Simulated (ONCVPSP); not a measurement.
# Co: excitation energies, all-electron against ONCV

Co, optimised norm-conserving Vanderbilt (ONCV), made with ONCVPSP 4.0.1 (LDA (Perdew-Wang 92), scalar-relativistic). Core [Ne], reference 3s2 3p6 3d7 4s1 (charge +1). Waves: 3s+4s: rc 1.45 bohr, ncon 4, nbas 9, qcut 10 1/bohr, 2 projectors; 3p: rc 1.15 bohr, ncon 4, nbas 8, qcut 9.4 1/bohr, 1 projector; 3d: rc 1.15 bohr, ncon 4, nbas 9, qcut 12.5 1/bohr, local. Local part: the d channel. Core correction: none.

Energies are relative to the spin-unpolarised reference configuration 3s2 3p6 3d7 4s1; without spin polarisation the order of configurations can differ from experiment.

Question: Give the all-electron excitation energy and the error of the potential for: 3s2 3p6 3d7 4s2; 3s2 3p6 3d7 4s0; 3s2 3p6 3d6 4s0; 3s2 3p6 3d7 4s1 4p1.

Answer:

```
valence configuration  charge  ΔE all-electron (eV)  error AE − PS (meV)
      3s2 3p6 3d7 4s2       0                -9.289                 +1.6
      3s2 3p6 3d7 4s0      +2                17.078                 -0.3
      3s2 3p6 3d6 4s0      +3                53.272                  -29
  3s2 3p6 3d7 4s1 4p1       0                -4.862                  -58
```
